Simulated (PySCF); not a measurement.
Cd(F)(Et) (C2H5CdF), SMILES [Cd]([CH2]C)[F].

The structure is a stationary point at B3LYP-D3(BJ)/def2-SVP. The structure was generated by enumeration; whether it is a known compound was not checked. The def2 effective core potentials stand for the cores of Cd; spin–orbit coupling is left out. Other conformers were not sampled.

Method: TDDFT-PBE/def2-SVPD (PySCF 2.14.0).

Vertical excitations. The molecule is in vacuum. State labels are in the subgroup Cs.

Computed lowest excited states:
```tsv
state	symmetry	energy (eV)	λ (nm)	f	main pairs
S1	A'	5.85	212	0.146	HOMO→LUMO 58 %, HOMO−2→LUMO 21 %, HOMO→LUMO+1 15 %
S2	A"	5.86	211	0.005	HOMO−1→LUMO 98 %
S3	A'	5.88	211	0.066	HOMO−2→LUMO 77 %, HOMO→LUMO 20 %
S4	A'	6.09	204	0.157	HOMO→LUMO+1 83 %
S5	A"	6.14	202	0.063	HOMO→LUMO+2 96 %
S6	A"	6.49	191	0.000	HOMO−1→LUMO+1 96 %
S7	A'	6.56	189	0.002	HOMO−2→LUMO+1 67 %, HOMO−1→LUMO+2 31 %
S8	A"	6.61	188	0.000	HOMO−2→LUMO+2 96 %
S9	A'	6.73	184	0.005	HOMO−1→LUMO+2 48 %, HOMO−3→LUMO 36 %, HOMO−2→LUMO+1 14 %
S10	A"	6.95	178	0.001	HOMO−4→LUMO 100 %
T1	A'	4.67	265	0	HOMO→LUMO 99 %
T2	A"	5.56	223	0	HOMO−1→LUMO 99 %
T3	A'	5.56	223	0	HOMO−2→LUMO 84 %, HOMO→LUMO+1 15 %
T4	A'	5.60	222	0	HOMO→LUMO+1 84 %, HOMO−2→LUMO 15 %
```
Triplets are in the Tamm–Dancoff approximation, which puts them higher than full response would, so one can lie above its singlet here.
